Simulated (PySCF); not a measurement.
As⁺: ionisation energy

As⁺ [Ar] 3d10 4s2 4p2 (3P) → As²⁺ [Ar] 3d10 4s2 4p1 (2P), as a difference of total energies. Calculation: PySCF 2.14, in aug-cc-pVQZ-PP with ECP10MDF (7s6p5d3f2g, 89 functions); scalar relativity through the core potential. Correlated levels: valence: 3s2 3p6 3d10 frozen. The calculations carry no spin-orbit coupling.

```
           method  ionisation energy (eV)
              UHF                  17.980
    MP2 (valence)                  18.391
SCS-MP2 (valence)                  18.315
   CCSD (valence)                  18.411
CCSD(T) (valence)                  18.440
```

**Question.** How much does correlation contribute at CCSD(T) (valence)?

**Answer.** 18.440 − (17.980) = 0.460 eV, measured against UHF.

The reference lies between the lowest fine-structure levels, while these numbers refer to the centres of the terms.

Errors of the correlated levels include the incompleteness of this basis and the frozen core.

For comparison: 18.589 eV (measured; NIST Atomic Spectra Database, ionization energies).
